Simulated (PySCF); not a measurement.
A structure optimised at PBE-D3(BJ)/def2-SVP, used in a PySCF frequency run:

```
B
F 1 1.3506
O 1 1.3566 2 118.87
H 3 0.9795 1 111.72 2 0.00
Si 1 2.0367 2 120.32 3 180.00
H 5 1.5042 1 111.76 2 180.00
H 5 1.5076 6 108.63 1 -121.77
H 5 1.5076 6 108.63 7 -116.47
```

Problem. Write its SMILES, formula and point group.

Solution. OB(F)[SiH3], BFH4OSi, Cs

Problem. What are its rotational constants (standard atomic weights)?

Solution. 9.2798, 3.6342, 2.6943 GHz
